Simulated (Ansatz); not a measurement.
`[Li][O][Si](C)(C)C` + H–F → `C[Si](C)(C)F` + `[Li][OH]` at 400 K and 1 bar (ligand exchange at the Si–O bond).

Isolated molecules relaxed with PBE0-D4/def2-TZVP in Ansatz; ΔE leaves out vibrations. CBS: MP2 limit from def2 TZ/QZ plus the TZ coupled-cluster correction, frozen cores. This one scheme is used for every species. For Li outer-core shells are correlated without core-valence functions, which leaves a few kJ/mol of doubt a bond. One conformer a species, not always the lowest.

```
             species  CCSD(T)/CBS energy (Eh)  H − E (kJ/mol)  S (J/(mol·K))
`[Li][O][Si](C)(C)C`               -491.47794           347.8          432.8
                 H–F               -100.39570            36.5          182.2
      `C[Si](C)(C)F`               -508.56386           336.4          394.2
          `[Li][OH]`                -83.31445            49.7          222.0
```

H − E and S are ideal-gas, rigid-rotor, harmonic terms from PBE0-D4/def2-TZVP, for one conformer and one mirror image of each species. 1 Eh = 2625.50 kJ/mol, R = 8.31446 J/(mol·K).

Q: By hand: ΔE, ΔH, ΔS and ΔG.

A: ΔE = (-508.56386) + (-83.31445) − (-491.47794) − (-100.39570) = -0.00467 Eh = -12.3 kJ/mol. Δ(H − E) = 336.4 + 49.7 − 347.8 − 36.5 = 1.8, so ΔH = -10.5 kJ/mol. ΔS = 394.2 + 222.0 − 432.8 − 182.2 = 1.2 J/(mol·K). ΔG = -10.5 − 400 × (1.2)/1000 = -11.0 kJ/mol.

Q: By hand: the equilibrium constant, and the temperature at which ΔG would vanish if ΔH and ΔS stayed fixed.

A: log₁₀ K = −ΔG/(RT ln 10) = 1.4. ΔH and −TΔS have one sign here, so there is no such temperature.

The number of gas molecules stays the same, so ΔS is small and ΔH decides. A doubt of 5 kJ/mol in ΔE shifts log₁₀ K by 0.7 here. Other conformers and mirror images would add mixing entropy, several J/(mol·K) or more a flexible species. These are equilibria of isolated gas molecules and say nothing of rates. Largest T1 diagnostic: 0.013 (customary marks: 0.02 for closed shells, 0.045 for open ones).

ΔS is within the doubt of such terms, so its sign, and with it that verdict, could turn.
